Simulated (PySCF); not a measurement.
B(H)2(OMe) (CH5BO), SMILES BOC. Atoms are numbered in the order given.

```xyz
8

B      0.2159    -1.2849     0.0000
H     -0.4129    -2.3028     0.0000
H      1.4193    -1.2596     0.0000
O     -0.4815    -0.1422     0.0000
C      0.1458     1.1244     0.0000
H      1.2351     1.0275     0.0000
H     -0.1721     1.6753     0.8872
H     -0.1721     1.6753    -0.8872
```

Geometry: PBE0-D3(BJ)/def2-TZVP.

Calculation: ωB97X/def2-TZVPD (PySCF).

Mulliken values depend strongly on the basis, most of all with diffuse functions as here. ESP charges are fitted to the potential on shells at 1.4 to 2.0 van der Waals radii. Atomic charges (e):

```json
[
 {"atom": "B1", "Mulliken": "0.35", "ESP fit": "0.44"},
 {"atom": "H2", "Mulliken": "-0.07", "ESP fit": "___"},
 {"atom": "H3", "Mulliken": "-0.10", "ESP fit": "___"},
 {"atom": "O4", "Mulliken": "-0.37", "ESP fit": "___"},
 {"atom": "C5", "Mulliken": "-0.61", "ESP fit": "___"},
 {"atom": "H6", "Mulliken": "0.31", "ESP fit": "0.10"},
 {"atom": "H7", "Mulliken": "0.25", "ESP fit": "0.13"},
 {"atom": "H8", "Mulliken": "0.25", "ESP fit": "0.13"}
]
```

Question: Fill in the missing entries. (Estimate from the structure and the level; the computed values follow.)

Answer: 
- H2, ESP fit: -0.15
- H3, ESP fit: -0.14
- O4, ESP fit: -0.30
- C5, ESP fit: -0.21
